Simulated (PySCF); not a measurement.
## Excitation energy of O⁺ by level of theory

O⁺ [He] 2s2 2p3 (4S) → O⁺ [He] 2s1 2p3 3d1 (6D), as a difference of total energies. Calculation: PySCF 2.14, in x2c-QZVPPall with one added diffuse shell each of s, p, d, f type (8s5p4d3f1g, 73 functions); the spin-free X2C one-electron Hamiltonian (Gaussian nucleus). Correlated levels: valence: 1s2 frozen; valence and next inner shell: nothing frozen. The calculations carry no spin-orbit coupling.

```
                                method  excitation energy (eV)
                                   UHF                  35.614
                                   LDA                  37.426
                                   PBE                  37.138
                                  PBE0                  37.219
                                r2SCAN                  36.808
                                revPBE                  37.111
                               wB97M-V                  37.891
                                B2PLYP                  38.098
                               r2SCAN0                  37.005
                         MP2 (valence)                  37.545
                     SCS-MP2 (valence)                  38.027
    MP2 (valence and next inner shell)                  37.552
SCS-MP2 (valence and next inner shell)                  38.029
```

Problem. How much does correlation contribute at MP2 (valence and next inner shell)?

Solution. 37.552 − (35.614) = 1.938 eV, measured against UHF.

The upper state lies above the first ionisation limit, but in LS coupling its spin forbids autoionisation to the ground ion. A Rydberg-like electron needs more diffuse functions than a valence basis has.

The promoted electron is Rydberg-like, and one or two diffuse shells describe it only roughly, which tends to raise the upper state.
